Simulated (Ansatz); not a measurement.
Geometry optimisation, UKS B3LYP/def2-SVP (Ansatz 0.2.0).

The input (input.yaml):

```yaml
crystal:
  periodic: [false, false, false]
  atoms:
    - { symbol: B, position_ang: [-0.2691, -0.8627, -0.0326] }
    - { symbol: Br, position_ang: [0.6271, -1.0943, -2.2273] }
    - { symbol: H, position_ang: [-1.4171, -1.0125, -0.1779] }
    - { symbol: H, position_ang: [0.3732, -1.5936, 0.6117] }
    - { symbol: H, position_ang: [0.3045, 0.0974, -0.6605] }
    - { symbol: C, position_ang: [0.0897, 0.892, 0.4646] }
    - { symbol: H, position_ang: [-0.4331, 1.6953, -0.0446] }
    - { symbol: H, position_ang: [-0.3981, 0.7148, 1.4155] }
    - { symbol: H, position_ang: [1.123, 1.1636, 0.651] }
magnetization:
  spin_polarized: true
basis:
  gaussian: { orbitals: def2-SVP }
hamiltonian:
  xc: b3lyp
relax:
  f_tol: 0.15
  max_steps: 25
  restrain:
    - { distance: [0, 5], at: 1.6, k: 30.0 }
    - { distance: [4, 1], at: 1.51, k: 30.0 }
    - { distance: [0, 1], at: 3.34, k: 30.0 }
    - { distance: [4, 5], at: 2.37, k: 30.0 }
```

Launched with:

```bash
$ ansatz run input.yaml --threads 2 --pin off --max-ram 3072MiB --backend cpu --events-out ev --progress --plain --runs-dir out
```

**Question.** Where does it end, and by what steps?

**Answer.** The forces met the threshold. The restraints hold the end off the free minimum. After 12 steps the energy has fallen by 0.710 eV (the restraints' own energy left out); H5 moved furthest, 1.04 Å. Parted: B1–H5 (1.28 → 2.58 Å). Joined: Br2–H5 (1.99 → 1.47 Å).

| step | energy less start (eV) | largest force component (eV/Å) | accepted |
| --- | --- | --- | --- |
| 0 | 0.0000 | 1.515 | yes |
| 1 | 0.3891 | 3.039 | yes |
| 2 | 0.4444 | 4.404 | yes |
| 3 | 0.1512 | 3.214 | yes |
| 4 | -0.2871 | 1.474 | yes |
| 5 | -0.5164 | 1.290 | yes |
| 6 | -0.5053 | 1.629 | no |
| 7 | -0.6322 | 0.866 | yes |
| 8 | -0.6681 | 0.885 | yes |
| 9 | -0.6760 | 1.045 | yes |
| 10 | -0.6896 | 0.963 | yes |
| 11 | -0.6978 | 0.882 | yes |
| 12 | -0.7103 | 0.760 | yes |

```xyz
9
Properties=species:S:1:pos:R:3
B -0.453 -0.765 0.492
Br 0.838 -0.908 -2.586
H -1.555 -1.053 0.090
H 0.247 -1.640 0.943
H 0.707 0.190 -1.611
C -0.001 0.752 0.584
H -0.494 1.444 -0.118
H -0.374 1.051 1.590
H 1.085 0.928 0.616
```

The run took 28 s on 2 threads of AMD EPYC 7R13 Processor (Zen 3), on a shared host, peak memory 0.27 GiB.
